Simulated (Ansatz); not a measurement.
Species: H3InO3, SMILES `[OH][In]([OH])[OH]` (charge 0, multiplicity 1).

Task: Give a relaxed geometry from B3LYP-D3(BJ)/def2-TZVP run with Ansatz (a quantum-chemistry and plane-wave program).

Result: Several could match; the one computed here: the end point of this relaxation, one of several conformers (outside a Z-matrix the atoms follow the SMILES, hydrogens last).
Z-matrix (Å, degrees):
```
In
O 1 1.9884
H 2 0.9639 1 111.83
O 1 1.9884 2 120.01 3 0.01
H 4 0.9639 1 111.84 2 -179.99
O 1 1.9884 2 119.98 3 -179.99
H 6 0.9639 1 111.83 2 0.01
```
